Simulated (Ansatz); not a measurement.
C$_{2}$H$_{7}$NSi (`NC1C[SiH2]1`), relaxed with RKS PBE-D4/def2-SVP in the Gaussian-basis code of Ansatz from a rough embedded geometry. The force threshold is 0.03 eV/Å; the program also tests the step.

The species carries charge 0 and has multiplicity 1.

Start:

```xyz
11

N     1.209   -0.353   -0.925
C     0.305   -0.418    0.149
C     0.006    0.846    0.827
Si   -1.510    0.286   -0.074
H     1.151   -1.196   -1.578
H     2.229   -0.419   -0.602
H     0.240   -1.355    0.736
H    -0.146    0.776    1.957
H     0.495    1.761    0.562
H    -2.412   -0.636    0.489
H    -1.567    0.709   -1.541
```

Task: By how much does the energy fall, and how many steps does the optimiser take? (Best estimate.)

Result: Ansatz gave: 12.23 kcal/mol, in 5 steps.

Task: Which bonds change most? (Best estimate.)

Result: The calculation gave: Si4–H10 from 1.407 to 1.495 Å; C2–C3 from 1.464 to 1.544 Å; C2–Si4 from 1.960 to 1.895 Å; N1–H6 from 1.072 to 1.030 Å.

Task: Give the relaxed structure. (An estimate is asked.)

Result: The calculation gave: 
```xyz
11

N     1.259   -0.369   -0.938
C     0.309   -0.505    0.139
C    -0.028    0.814    0.866
Si   -1.436    0.158   -0.189
H     1.206   -1.169   -1.579
H     2.223   -0.337   -0.575
H     0.389   -1.381    0.825
H    -0.125    0.773    1.964
H     0.518    1.701    0.501
H    -2.604   -0.472    0.499
H    -1.712    0.788   -1.514
```
